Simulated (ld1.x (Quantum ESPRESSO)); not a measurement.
**What one change does to a pseudopotential (S, ultrasoft)**

S, ultrasoft, made with ld1.x (Quantum ESPRESSO) 7.5 (PBEsol, scalar-relativistic). Core [Ne], reference 3s1.75 3p4.25. Waves: 3s (bound): rcut 0.95, rcutus 1.25 bohr; 3s channel at 1.8 Ry: rcut 0.95, rcutus 1.25 bohr; 3p (bound): rcut 1.25, rcutus 1.35 bohr; 3p channel at 0.4 Ry: rcut 1.25, rcutus 1.35 bohr; 3d channel at -0.2 Ry: rcut 1.05, rcutus 1.30 bohr; 3d channel at 1.6 Ry: rcut 1.05, rcutus 1.30 bohr. Local part: all-electron potential smoothed inside 0.95 bohr (lloc = -1). Core correction: Bessel-smoothed model core inside 1.25 bohr. Augmentation charge: PSQ, inside the norm-conserving radii.

All-electron outer shells of the reference configuration (PBEsol, scalar-relativistic, ld1.x):

| shell | level (eV) | outermost node (bohr) | outermost maximum (bohr) |
| --- | --- | --- | --- |
| 2s | -211.61 | 0.13 | 0.39 |
| 2p | -156.68 | – | 0.33 |
| 3s | -17.37 | 0.60 | 1.40 |
| 3p | -7.12 | 0.58 | 1.59 |

Change: local potential all-electron potential smoothed inside 1.00 bohr (lloc = -1).

Cutoffs: the cutoffs (Ry, on a coarse ladder) from which the occupation-weighted sum of valence levels, in a spherical-Bessel basis at the reference potential, stays within 10 and 1 mRy of its value at 400 Ry; they do not see the model core or the augmentation charge, which bear on the density cutoff. Errors are all-electron minus pseudo energies relative to the spin-unpolarised reference configuration.

How do hardness, ghosts and transferability respond?

The potential gets softer (21 Ry and 70 Ry → 21 Ry and 45 Ry); the bound ghost in s disappears; of the 7 tests that both files solve, the error grows in 2 and shrinks in 1 by more than 15 % and 0.3 meV (median size 0.5 → 1.6 meV). A state that the projectors do not describe sees the local part alone, so a deeper or shallower local part can create or remove a ghost.

```csv
quantity,base,changed
"cutoff, loose",21 Ry,21 Ry
"cutoff, tight",70 Ry,45 Ry
bound ghosts,s,none
"error for 3s2 3p4, meV [ΔE -2.56 eV]",+0.2,+0.3
"error for 3s2 3p3, meV [ΔE 9.18 eV]",+0.5,+0.7
"error for 3s2 3p2, meV [ΔE 31.42 eV]",-0.3,+1.6
"error for 3s1 3p5, meV [ΔE 7.72 eV]",+1.4,+1.7
"error for 3s0 3p6, meV [ΔE 18.12 eV]",+11,+11
"error for 3s2 3p0, meV [ΔE 112.17 eV]",-11,+4.8
"error for 3s2 3p3.5, meV [ΔE 2.09 eV]",+0.4,+0.4
s: phases at 1.50 bohr within 0.05 rad from the reference energy up to (Ry; the scan ends near 5),to the end of the scan,to the end of the scan
p: phases at 1.50 bohr within 0.05 rad from the reference energy up to (Ry; the scan ends near 5),to the end of the scan,to the end of the scan
d: phases at 1.50 bohr within 0.05 rad from the reference energy up to (Ry; the scan ends near 5),to the end of the scan,to the end of the scan
lowest overlap eigenvalue by channel,"s 0.51, p 0.72, d 0.92","s 0.51, p 0.73, d 0.94"
```

 A true bound ghost makes a file unfit for plane-wave use even where its test errors are small: the radial tests pick states by their node count and pass the ghost by.
